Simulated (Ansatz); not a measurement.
Ansatz (a first-principles code) input file for HO3, SMILES OO[O], multiplicity 2, PBE0/def2-TZVPD. Geometry: TPSSh-D3(BJ)/def2-TZVP. The values are those of a single conformer.

Ansatz 0.2 input:
```yaml
crystal:
  periodic: [false, false, false]
  atoms:
    - {symbol: O, position_ang: [-0.28315277, -1.15057051, 0.00000000]}
    - {symbol: O, position_ang: [0.50157978, 0.20922443, 0.00000000]}
    - {symbol: H, position_ang: [0.48870279, -1.74544025, 0.00000000]}
    - {symbol: O, position_ang: [-0.27951486, 1.15952611, 0.00000000]}
basis:
  gaussian:
    orbitals: def2-TZVPD
hamiltonian:
  xc: {name: PBE0}
magnetization: {spin_polarized: true, initial_magnetization: 1}
```

Output:

```
WARN ansatz: RAYON_NUM_THREADS=1 ignored (pool sized by the plan → 1); use --threads N
Functional definition: PBE0
integrals: 0.03 GiB planned
603 factors; their error is unknown
mean field: 0.44 GiB planned
mean field evaluation 1: about -6143.8988 eV, gradient 3.5e1 eV
mean field evaluation 2: about -6122.8217 eV, gradient 8.1e1 eV
mean field evaluation 4: about -6147.3736 eV, gradient 1.1e1 eV
mean field evaluation 8: about -6147.7589 eV, gradient 1.8e-1 eV
mean field evaluation 16: about -6147.7798 eV, gradient 3.2e-3 eV
mean field -6147.77977752 eV, -225.9267397089 hartree, gradient 2.7e-5 eV, S^2 0.762328; 0 other end points of the search recorded, 0 dependent functions left out
reference -6147.77981769 eV, -225.9267411853 hartree; 13, 12 occupied and 116, 117 virtual orbitals, 603 factors
Total energy: -6147.77981769 eV, -225.9267411853 hartree
```

The run converged.
